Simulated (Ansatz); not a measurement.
Q: Predict a relaxed structure of the cluster BSb₂⁻ (the lowest singlet isomer of a short search), charge -1, singlet, at PBE-D4/def2-TZVPD (Ansatz).

A: 
```xyz
3

B    -0.0005    0.0015    0.0010
Sb    1.9508    0.6787   -0.1572
Sb   -1.9503   -0.6802    0.1562
```
Point group D∞h (tolerance 0.1 Å). This is one stationary point.

In the def2 sets Sb takes a core potential; there is no spin–orbit coupling. The restricted singlet is unstable: a solution with broken spin symmetry lies lower. The highest occupied level of the charge -1 singlet lies above zero (up to 0.32 eV). Its loss leaves the charge 0 doublet, which lies 1.90 eV higher (vertical, at PBE-D4/def2-TZVPD), but this difference is unsure: the doublet is doubtful (geometry relaxed on an unsound state). An occupied level of the charge -1 singlet lies above an empty one (by up to 0.40 eV), so this SCF solution is probably not the lowest. At PBE-D4/def2-TZVPD a triplet of charge -1 lies 0.63 eV below the restricted singlet at the same geometry. The structure comes from a short search, and lower isomers may exist.
